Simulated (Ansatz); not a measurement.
Gas-phase electronic energies from Ansatz, PBE0-D4/def2-TZVP geometries. CCSD(T)/CBS is the MP2 limit (def2-TZVPP, def2-QZVPP) plus CCSD(T) − MP2 in def2-TZVPP, frozen cores. This one scheme is used for every species. Functionals use def2-TZVPP. B3LYP here is the variant with VWN-RPA as its local correlation; programs differ in this. One conformer a species, not always the lowest.

Consider the ligand exchange at the Si–O bond: `C[Si@H](O)O[Si@@H](O)F` + `O[SiH](O)O` → `C[SiH](O)O[SiH](O)O` + `O[SiH](O)F`.

```json
{"level": "B3LYP-D4", "ΔE (kJ/mol)": "-0.2"}
{"level": "SCS-MP2/def2-TZVPP", "ΔE (kJ/mol)": "-0.6"}
{"level": "CCSD/def2-TZVPP", "ΔE (kJ/mol)": "-0.7"}
{"level": "CCSD(T)/def2-TZVPP", "ΔE (kJ/mol)": "-0.3"}
```

(1) What does CCSD(T)/CBS give? (Estimate.)

Largest T1 diagnostic among the species: 0.012.

## Answers

(1) The calculation gave: -0.1 kJ/mol. The listed levels differ from it by -0.1, -0.5, -0.6, -0.2 kJ/mol.
